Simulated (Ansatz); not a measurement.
**Cost against result**

Saddle point of SiH4BrCl, closed shell (SiH₃Cl ([SiH3][Cl]) + HBr → SiH₂BrCl ([Cl][SiH2][Br]) + H₂; bonds formed: Si1–Br7, H2–H6; bonds broken: Si1–H2, H6–Br7), PBE0-D4/def2-TZVP structure:

```json
{"atom": "Si1", "x (Å)": "-0.4164", "y (Å)": "-0.0697", "z (Å)": "0.2426"}
{"atom": "H2", "x (Å)": "0.4751", "y (Å)": "-0.2893", "z (Å)": "-1.1774"}
{"atom": "H3", "x (Å)": "-0.0951", "y (Å)": "-1.0245", "z (Å)": "1.3061"}
{"atom": "H4", "x (Å)": "-1.0217", "y (Å)": "1.2581", "z (Å)": "0.3710"}
{"atom": "Cl5", "x (Å)": "-1.8737", "y (Å)": "-1.1056", "z (Å)": "-0.8420"}
{"atom": "H6", "x (Å)": "1.0762", "y (Å)": "0.1545", "z (Å)": "-0.6897"}
{"atom": "Br7", "x (Å)": "1.8557", "y (Å)": "1.0766", "z (Å)": "0.7895"}
```

Barriers are electronic and count from the start structure reached by relaxing down the imaginary mode.

Computed with Ansatz 0.2.0 (basis: as named in each row); correlated methods freeze the cores. Filled d shells of the heavier atoms are correlated. The def2 sets are not built for correlating such inner shells, so the correlated values are less sure here. B3LYP uses VWN-RPA correlation. Extrapolation: Hartree–Fock as exp(−7.88 √X), correlation as X^−2.97.

Times are rough, for one single point on 4 threads of a shared host (Arm Neoverse V2).

The estimate by CCSD(T) at an estimated basis limit (MP2 extrapolated from triple and quadruple zeta, plus CCSD(T) − MP2 in triple zeta) is 1.466 eV.

```json
{"method": "HF", "basis": "STO-3G", "time (s)": "under 1", "barrier (eV)": "4.181", "method less estimate": "2.715"}
{"method": "PBE-D4", "basis": "STO-3G", "time (s)": "under 1", "barrier (eV)": "2.643", "method less estimate": "1.177"}
{"method": "SPW92", "basis": "def2-SVP", "time (s)": "under 1", "barrier (eV)": "0.939", "method less estimate": "-0.528"}
{"method": "PBE-D4", "basis": "def2-SVP", "time (s)": "under 1", "barrier (eV)": "1.205", "method less estimate": "-0.262"}
{"method": "B3LYP-D4", "basis": "6-31G", "time (s)": "under 1", "barrier (eV)": "1.985", "method less estimate": "0.519"}
{"method": "PBE0-D4", "basis": "def2-SVP", "time (s)": "under 1", "barrier (eV)": "1.367", "method less estimate": "-0.099"}
{"method": "SPW92", "basis": "def2-TZVPP", "time (s)": "under 1", "barrier (eV)": "0.832", "method less estimate": "-0.634"}
{"method": "PBE-D4", "basis": "def2-TZVPP", "time (s)": "1", "barrier (eV)": "1.086", "method less estimate": "-0.381"}
{"method": "BLYP-D4", "basis": "def2-TZVPP", "time (s)": "1", "barrier (eV)": "1.299", "method less estimate": "-0.168"}
{"method": "BHLYP-D4", "basis": "def2-TZVPP", "time (s)": "2", "barrier (eV)": "1.576", "method less estimate": "0.110"}
{"method": "CCSD(T)", "basis": "def2-SVP", "time (s)": "2", "barrier (eV)": "1.900", "method less estimate": "0.434"}
{"method": "B3LYP-D4", "basis": "def2-TZVPP", "time (s)": "2", "barrier (eV)": "1.403", "method less estimate": "-0.063"}
{"method": "PBE0-D4", "basis": "def2-TZVPP", "time (s)": "2", "barrier (eV)": "1.236", "method less estimate": "-0.231"}
{"method": "CAM-B3LYP-D4", "basis": "def2-TZVPP", "time (s)": "2", "barrier (eV)": "1.510", "method less estimate": "0.044"}
{"method": "RPA on PBE", "basis": "def2-TZVPP", "time (s)": "2", "barrier (eV)": "1.657", "method less estimate": "0.191"}
{"method": "r2SCAN-D4", "basis": "def2-TZVPP", "time (s)": "3", "barrier (eV)": "1.207", "method less estimate": "-0.260"}
{"method": "wB97M-V", "basis": "def2-SVP", "time (s)": "3", "barrier (eV)": "1.560", "method less estimate": "0.093"}
{"method": "B2PLYP", "basis": "def2-TZVPP", "time (s)": "3", "barrier (eV)": "1.487", "method less estimate": "0.020"}
{"method": "PBE-QIDH", "basis": "def2-TZVPP", "time (s)": "3", "barrier (eV)": "1.385", "method less estimate": "-0.081"}
{"method": "r2SCAN0-D4", "basis": "def2-TZVPP", "time (s)": "3", "barrier (eV)": "1.302", "method less estimate": "-0.164"}
{"method": "wB97X-V", "basis": "def2-TZVPP", "time (s)": "5", "barrier (eV)": "1.505", "method less estimate": "0.038"}
{"method": "wB97M-V", "basis": "def2-TZVPP", "time (s)": "6", "barrier (eV)": "1.441", "method less estimate": "-0.026"}
{"method": "B97M-V", "basis": "def2-TZVPP", "time (s)": "6", "barrier (eV)": "1.448", "method less estimate": "-0.018"}
{"method": "MP2", "basis": "def2-QZVPP", "time (s)": "10", "barrier (eV)": "1.405", "method less estimate": "-0.061"}
{"method": "CCSD(T)", "basis": "def2-TZVPP", "time (s)": "38", "barrier (eV)": "1.578", "method less estimate": "0.112"}
```

All methods are single points on the PBE0-D4 structures.

T1 diagnostic: at most 0.010.

Labels in which every atom is bracketed show which atoms are joined, not bond orders.
